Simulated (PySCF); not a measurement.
Group charges in `O[Si@H](CC[SiH3])[SiH2]S`

C2H12OSSi3.
Numbering: `[OH:1][Si@H:2]([CH2:3][CH2:4][SiH3:5])[SiH2:6][SH:7]` (hydrogens: H8 on O1; H9 on Si2; H10, H11 on C3; H12, H13 on C4; H14, H15, H16 on Si5; H17, H18 on Si6; H19 on S7)

Geometry (GFN2-xTB, Å), atoms numbered from 1 in this order:
```
atom  x, y, z in Å
O1     0.3186    0.5176   -1.9128
Si2    0.7763   -0.1830   -0.5143
C3    -0.4318    0.1569    0.9241
C4    -1.7516   -0.6196    0.8757
Si5   -2.9353   -0.1320   -0.5274
Si6    2.7936    0.8849   -0.2799
S7     3.6253    0.2913    1.6294
H8    -0.5404    0.3643   -2.2994
H9     0.8334   -1.6456   -0.6909
H10    0.0776   -0.0839    1.8610
H11   -0.6514    1.2271    0.9685
H12   -2.2746   -0.4726    1.8255
H13   -1.5357   -1.6889    0.8151
H14   -3.0097    1.3266   -0.6450
H15   -4.2619   -0.6809   -0.2464
H16   -2.4680   -0.6765   -1.8133
H17    3.8413    0.5328   -1.2434
H18    2.8026    2.3519   -0.2284
H19    4.7817    0.9161    1.4945
```

Atomic charges (e) from the PBE0/pcSseg-1 density (PySCF):

```csv
atom,Mulliken,IAO,Hirshfeld,ESP-fitted
O1,-0.5561,-0.7919,-0.3038,-0.6720
Si2,+0.7654,+0.8856,+0.3408,+0.7430
C3,-0.5620,-0.5485,-0.1612,-0.2894
C4,-0.5218,-0.5255,-0.1521,-0.1904
Si5,+0.4474,+0.5886,+0.3166,+0.3830
Si6,+0.2242,+0.3804,+0.2212,+0.0195
S7,-0.4140,-0.3487,-0.1735,-0.4738
H8,+0.2560,+0.3637,+0.1591,+0.3963
H9,-0.0954,-0.1447,-0.0844,-0.1620
H10,+0.1599,+0.1567,+0.0406,+0.1220
H11,+0.1504,+0.1458,+0.0378,+0.0653
H12,+0.1525,+0.1523,+0.0438,+0.0798
H13,+0.1516,+0.1473,+0.0396,+0.0578
H14,-0.0645,-0.1168,-0.0749,-0.0956
H15,-0.0696,-0.1086,-0.0735,-0.1037
H16,-0.1077,-0.1362,-0.0779,-0.1237
H17,-0.0377,-0.1022,-0.0777,-0.0108
H18,-0.0371,-0.1018,-0.0766,-0.0117
H19,+0.1585,+0.1043,+0.0561,+0.2665
```

Task: Cut each of the bonds O1–Si2, Si2–C3, C4–C3, Si5–C4, Si6–Si2 and S7–Si6 in turn and sum the charges on the side of the atom named first.

Result: In e; the other side holds the opposite charge:

```tsv
bond cut	piece	atoms	Mulliken	IAO	Hirshfeld	ESP-fitted
O1–Si2	OH	2	-0.300	-0.428	-0.145	-0.276
Si2–C3	Si2SOH5	9	+0.264	+0.245	+0.061	+0.095
C4–C3	CH5Si	7	-0.012	+0.001	+0.022	+0.007
Si5–C4	SiH3	4	+0.206	+0.227	+0.090	+0.060
Si6–Si2	SiSH3	5	-0.106	-0.068	-0.050	-0.210
S7–Si6	SH	2	-0.255	-0.244	-0.117	-0.207
```

Extremes among these pieces. Mulliken: lowest OH at O1, highest Si2SOH5 at Si2; IAO: lowest OH at O1, highest Si2SOH5 at Si2; Hirshfeld: lowest OH at O1, highest SiH3 at Si5; ESP-fitted: lowest OH at O1, highest Si2SOH5 at Si2.

Task: Do the schemes agree better on the pieces than on the single atoms at the cuts?

Result: The spread between schemes averages 0.164 e for the pieces and 0.390 e for the atoms named first; it is smaller for the piece at 6 of the 6 cuts. On average they agree better on the pieces.

One conformer (not necessarily the lowest) at the GFN2-xTB geometry, without solvent, vibrations or thermal averaging.
